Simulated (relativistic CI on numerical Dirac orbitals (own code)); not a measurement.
Pd²⁺ (4d8) in a crystal field

Calculated by Dirac-Coulomb-Breit CI, separate exchange-only KLI orbitals for each configuration, QED by a radiative potential, one configuration in a parametric crystal field, unscaled Slater integrals (own radial code). With so little scaling, terms lie 10 to 35 % too far apart, which can change the order of excited levels.

Field parameters in Wybourne normalisation: D3d B²₀ = −7Dσ, B⁴₀ = −14Dq − 21Dτ, B⁴₃ = −14√(10/7) Dq; D4h B²₀ = −7Ds, B⁴₀ = 21(Dq − Dt), B⁴₄ = 21√(5/14) Dq; Oh B⁴₀ = 21Dq, B⁴₄ = √(5/14) B⁴₀; Td as Oh with Dq negative (B⁴₀ = 21Dq, B⁴₄ = √(5/14) B⁴₀). The field is a parameter set, without covalency.

S is read from ⟨S²⟩ = S(S + 1).

Powder χT (cm³ K mol⁻¹) by Van Vleck's formula, with temperature-independent terms:

```csv
Field,2 K,5 K,10 K,20 K,50 K,100 K,200 K,300 K
"D3d, 10Dq = 17000, Dσ = 940, Dτ = 440 cm⁻¹",0.81,0.988,1.16,1.27,1.32,1.33,1.34,1.35
"D3d, 10Dq = 22900, Dσ = -410, Dτ = 310 cm⁻¹",0.658,1.09,1.21,1.24,1.25,1.25,1.26,1.27
"D3d, 10Dq = 29800, Dσ = -1120, Dτ = -160 cm⁻¹",0.533,0.992,1.15,1.19,1.21,1.21,1.22,1.23
"D3d, 10Dq = 36900, Dσ = -200, Dτ = 370 cm⁻¹",1.11,1.15,1.15,1.16,1.16,1.16,1.17,1.17
"D4h, 10Dq = 28850, Ds = 730, Dt = -110 cm⁻¹",1.15,1.19,1.2,1.2,1.2,1.21,1.22,1.22
"Oh, 10Dq = 7550 cm⁻¹",1.72,1.72,1.72,1.73,1.74,1.75,1.78,1.8
"Oh, 10Dq = 12400 cm⁻¹",1.46,1.46,1.47,1.47,1.47,1.48,1.5,1.51
"Td, 10Dq = -10250 cm⁻¹",0.0107,0.0267,0.0534,0.107,0.267,0.534,1.06,1.54
```

Problem. For D3d, 10Dq = 36900, Dσ = -200, Dτ = 370 cm⁻¹: what effective moment follows at 300 K?

Solution. μ_eff = √(8χT) = 3.06 μB. The ground level has S = 1.00; the spin-only moment for S = 1 is 2.83 μB. The difference comes from the orbital moment, spin-orbit mixing of terms and temperature-independent paramagnetism, all larger in this ionic model than in covalent complexes.
